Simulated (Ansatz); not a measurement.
Cost and result for the atomization energy of C$_{3}$H$_{7}$BS, SMILES `B1CCCS1` (12 atoms, 12 bonds).

Z-matrix (Å, degrees):
```
C
C 1 1.530
B 1 1.570 2 106.8
H 1 1.093 2 112.8 3 126.0
H 1 1.101 2 110.7 3 -116.0
C 2 1.521 1 108.5 3 35.9
H 2 1.094 1 113.0 3 158.7
H 2 1.094 1 108.9 3 -82.3
S 3 1.769 1 110.9 2 -19.0
H 3 1.192 1 128.2 2 162.4
H 6 1.090 2 113.2 1 -157.5
H 6 1.093 2 111.9 1 80.0
```

Charge 0, multiplicity 1. Geometry: relaxed with PBE0-D4/def2-TZVP. Program: Ansatz. All runs use 4 threads of an Arm Neoverse V1 on a shared host. Times are those of one run each, without the atoms' runs, and a repeat can differ threefold. Electronic energies, without spin–orbit coupling; frozen cores. CCSD(T)/CBS adds CCSD(T) − MP2 in def2-TZVPP to the MP2 limit, and its time is that of the two runs behind it. T1 = 0.013. B3LYP takes the VWN-RPA correlation (the form of Gaussian; ORCA's B3LYP/G).

CCSD(T)/CBS is a level of theory with its own doubt, some kJ/mol a heavy atom from the limit and from the frozen cores, so smaller differences don't rank the functionals.

```json
{"level": "PBE-D4/def2-TZVPP (with forces)", "functions": "264", "wall time": "2.8 s", "atomization (kcal/mol)": "1170.4", "difference from CCSD(T)/CBS": "29.9", "per bond": "2.5"}
{"level": "PBE0-D4/def2-TZVPP", "functions": "264", "wall time": "3 s", "atomization (kcal/mol)": "1157.2", "difference from CCSD(T)/CBS": "16.7", "per bond": "1.4"}
{"level": "r2SCAN-D4/def2-TZVPP (with forces)", "functions": "264", "wall time": "5.5 s", "atomization (kcal/mol)": "1151.5", "difference from CCSD(T)/CBS": "11.0", "per bond": "0.9"}
{"level": "B3LYP-D4/def2-TZVPP (with forces)", "functions": "264", "wall time": "5.5 s", "atomization (kcal/mol)": "1143.3", "difference from CCSD(T)/CBS": "2.8", "per bond": "0.2"}
{"level": "B2PLYP/def2-TZVPP", "functions": "264", "wall time": "6.5 s", "atomization (kcal/mol)": "1132.0", "difference from CCSD(T)/CBS": "-8.5", "per bond": "-0.7"}
{"level": "ωB97X-V/def2-TZVPP", "functions": "264", "wall time": "9 s", "atomization (kcal/mol)": "1147.4", "difference from CCSD(T)/CBS": "6.9", "per bond": "0.6"}
{"level": "ωB97M-V/def2-TZVPP (with forces)", "functions": "264", "wall time": "14 s", "atomization (kcal/mol)": "1149.4", "difference from CCSD(T)/CBS": "8.9", "per bond": "0.7"}
{"level": "MP2/def2-QZVPP", "functions": "508", "wall time": "30 s", "atomization (kcal/mol)": "1148.3", "difference from CCSD(T)/CBS": "7.8", "per bond": "0.6"}
{"level": "CCSD(T)/def2-TZVPP", "functions": "264", "wall time": "3 min", "atomization (kcal/mol)": "1115.5", "difference from CCSD(T)/CBS": "-25.0", "per bond": "-2.1"}
{"level": "CCSD(T)/CBS(def2)", "functions": "–", "wall time": "3.5 min", "atomization (kcal/mol)": "1140.5", "difference from CCSD(T)/CBS": "0.0", "per bond": "0.0"}
```

From PBE to PBE0 (25 % exact exchange), in def2-TZVPP and without D4, the atomization energy moves by −12.1 kcal/mol: exact exchange takes away binding that semilocal exchange gives to molecules. In def2-TZVPP, CCSD(T) changes the Hartree–Fock value by +250.9 kcal/mol (the triples alone add +16.3 kcal/mol) and MP2 by +269.1 kcal/mol; breaking electron pairs costs correlation energy, which Hartree–Fock lacks. The D4 term adds +10.5 kcal/mol with B3LYP and +5.4 kcal/mol with PBE0; it sums over pairs of atoms, weighted by their polarisabilities, and B3LYP, whose exchange is more repulsive, gets the larger term.
